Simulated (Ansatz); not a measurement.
A run for Ansatz (a quantum-chemistry and plane-wave program): U-B3LYP/def2-TZVPP on BrH2Sb (SMILES [Br][SbH2]), a point of a bond scan (R = 5.855 Å). Elements past Kr take the def2 small-core potentials; no spin–orbit coupling.

Ansatz 0.2 input:
```yaml
crystal:
  periodic: [false, false, false]
  atoms:
    - {symbol: Sb, position_ang: [-0.59846166, -0.60746259, 0.54114695]}
    - {symbol: H, position_ang: [-0.27151712, -1.97207194, -0.44922941]}
    - {symbol: H, position_ang: [-1.98547823, -0.24328907, -0.40408288]}
    - {symbol: Br, position_ang: [2.93201849, 2.97114971, -2.46103157]}
basis:
  gaussian:
    orbitals: def2-TZVPP
hamiltonian:
  xc: {name: B3LYP}
magnetization: {spin_polarized: true, initial_magnetization: 0}
```

Program output:

```
WARN ansatz: RAYON_NUM_THREADS=1 ignored (pool sized by the plan → 1); use --threads N
Functional definition: B3LYP
integrals: 0.04 GiB planned
967 factors; their error is unknown
mean field: 0.61 GiB planned
mean field evaluation 1: about -76612.2073 eV, gradient 1.7e1 eV
mean field evaluation 2: about -76403.0023 eV, gradient 7.5e1 eV
mean field evaluation 4: about -76603.9619 eV, gradient 2.1e1 eV
mean field evaluation 8: about -76616.5060 eV, gradient 6.3e-2 eV
mean field evaluation 16: about -76617.7124 eV, gradient 2.0e-3 eV
mean field evaluation 32: about -76617.7124 eV, gradient 3.6e-5 eV
mean field evaluation 64: about -76617.7093 eV, gradient 4.0e-1 eV
mean field evaluation 96: about -76617.6318 eV, gradient 5.5e-4 eV
mean field evaluation 128: about -76617.7124 eV, gradient 2.2e-3 eV
mean field evaluation 160: about -76617.7086 eV, gradient 1.2e-1 eV
mean field evaluation 192: about -76617.6526 eV, gradient 1.0e-1 eV
mean field -76617.71242631 eV, -2815.6489983160 hartree, gradient 5.3e-6 eV, S^2 0.868601; 10 other end points of the search recorded, 0 dependent functions left out
reference -76617.71270449 eV, -2815.6490085392 hartree; 30, 30 occupied and 96, 96 virtual orbitals, 967 factors
Total energy: -76617.71270449 eV, -2815.6490085392 hartree
```

Self-consistency was reached. Its determinant has ⟨S²⟩ = 0.87, a mixture of spin states.

Cost: roughly 60 core-seconds.
